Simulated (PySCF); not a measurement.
C2HCl3. Atoms are numbered in the order given.

```xyz
6

Cl     0.3504     2.2664     0.0000
C      0.9181     0.6388     0.0000
C      0.1107    -0.4318     0.0000
Cl    -1.6118    -0.3364     0.0000
Cl     0.7806    -2.0334     0.0000
H      2.0015     0.5172     0.0000
```

Coordinates come from a B3LYP-D3(BJ)/def2-SVP optimisation.

The numbers are results of ωB97X/def2-TZVP (PySCF), not measurements.

Atomic charges (e):

| atom | Löwdin | Mulliken | IAO |
|---|---|---|---|
| Cl1 | 0.39 | -0.04 | 0.01 |
| C2 | ___ | -0.12 | -0.19 |
| C3 | ___ | 0.02 | -0.05 |
| Cl4 | 0.42 | -0.01 | 0.02 |
| Cl5 | 0.40 | -0.03 | 0.01 |
| H6 | ___ | 0.18 | 0.19 |

Q: Some entries are withheld; supply them. (The exact figures need the calculation; the answer reports its results.)

A: 
- C2, Löwdin: -0.52
- C3, Löwdin: -0.82
- H6, Löwdin: 0.14

Computed Mayer and Wiberg (Löwdin basis) orders of the bonds:
| bond | Mayer | Wiberg |
|---|---|---|
| Cl1–C2 | 1.17 | 1.74 |
| C2–C3 | 1.82 | 2.10 |
| C3–Cl4 | 1.20 | 1.74 |
| C3–Cl5 | 1.14 | 1.70 |
| C2–H6 | 0.94 | 0.86 |
